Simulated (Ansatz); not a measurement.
B13⁺, relaxed as a singlet with RKS r2SCAN-D4/def2-SVP in Ansatz, starting from the GFN2-xTB geometry. Force threshold 0.03 eV/Å.

The structure comes from a short search, and lower isomers may exist.

Start:

Cartesian coordinates in Å:
```
B 0.768 -0.221 1.641
B 1.007 -1.431 -0.930
B 1.568 -0.875 0.453
B 1.477 0.204 -0.869
B 0.347 1.430 1.313
B -1.792 -0.056 0.450
B -0.784 0.157 1.639
B 1.614 0.838 0.573
B 0.013 0.066 -1.554
B -1.543 -0.802 -0.936
B -0.402 -1.665 -1.481
B -1.049 1.490 0.572
B -1.221 0.866 -0.870
```

| step | energy (eV) | largest force component (eV/Å) | SCF passes |
| --- | --- | --- | --- |
| 1 | -8763.2820 | 1.404 | 24 |
| 2 | -8763.7361 | 0.923 | 23 |
| 3 (rejected) | -8763.2763 | 2.834 | 28 |
| 4 | -8763.8654 | 0.159 | 23 |
| 5 | -8763.8678 | 0.050 | 25 |
| 6 | -8763.8682 | 0.015 | 26 |

Force components are those of the run's own axes.

End:

```xyz
13

B     0.8072   -0.2078    1.6678
B     1.0354   -1.3996   -1.0312
B     1.6172   -0.8438    0.4257
B     1.5212    0.2280   -0.8755
B     0.3438    1.4146    1.3709
B    -1.8241   -0.0052    0.4232
B    -0.8145    0.1873    1.6668
B     1.6551    0.8307    0.6152
B    -0.0139   -0.0616   -1.5390
B    -1.5618   -0.7653   -1.0347
B    -0.4327   -1.7788   -1.4252
B    -1.0879    1.4994    0.6132
B    -1.2450    0.9023   -0.8773
```

By distances, no bond broke or formed. The bond that changes most is B2–B9, from 1.90 to 1.77 Å (atoms count from 1).

No frequencies were taken in this run, so the end may be a saddle point.

Run time 25 s (4 threads of Arm Neoverse V2 on a shared host).
